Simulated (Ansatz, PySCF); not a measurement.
C4H11S (SMILES CC[SH+]CC), charge +1, singlet, at a GFN2-xTB geometry. Base run: BHANDHLYP/6-31G* run with PySCF.

Geometry (Å):
```xyz
16

C      2.6516     0.2879    -0.4438
C      1.4566    -0.5904    -0.1384
S      0.0115     0.4485     0.3425
C     -1.4119    -0.6993     0.1075
C     -2.7016     0.0855    -0.0085
H      3.5074    -0.3471    -0.6614
H      2.4736     0.9201    -1.3104
H      2.9096     0.9159     0.4050
H      1.1695    -1.1994    -0.9944
H      1.6507    -1.2324     0.7207
H     -0.1145     1.0957    -0.8411
H     -1.2213    -1.3028    -0.7787
H     -1.4187    -1.3368     0.9915
H     -3.5322    -0.6129    -0.0799
H     -2.8657     0.7107     0.8653
H     -2.7115     0.7110    -0.8979
```
Charge +1, spin multiplicity 1.
All else is at PySCF's defaults.

The same geometry, method and basis name were run in Ansatz (a first-principles code) and PySCF, at each program's defaults and at the settings that a row names. The base is PySCF at its defaults. Differences at the defaults can come from grids, fitting, cores and function types together.

```
code and settings                                                               ΔE vs base (mEh)  basis functions      E (Eh)  SCF cycles
------------------------------------------------------------------------------  ----------------  ---------------  ----------  ----------
PySCF, defaults (exact integrals, its default grid, spherical functions)                   0.000               96  -556.83840           9
Ansatz, defaults (factorised integrals, its default grid, Cartesian functions)            -3.364              101  -556.84177           -
PySCF, density fitting with def2-universal-jkfit                                             [?]               96         [?]           9
PySCF, fine grid                                                                           0.003               96  -556.83840           9
Ansatz, high accuracy, Cartesian functions as the basis file defines them                 -3.364              101  -556.84177           -
```

Task: Fill in the missing entries.

Result: 
- PySCF, density fitting with def2-universal-jkfit, ΔE vs base (mEh): -0.058
- PySCF, density fitting with def2-universal-jkfit, E (Eh): -556.83846
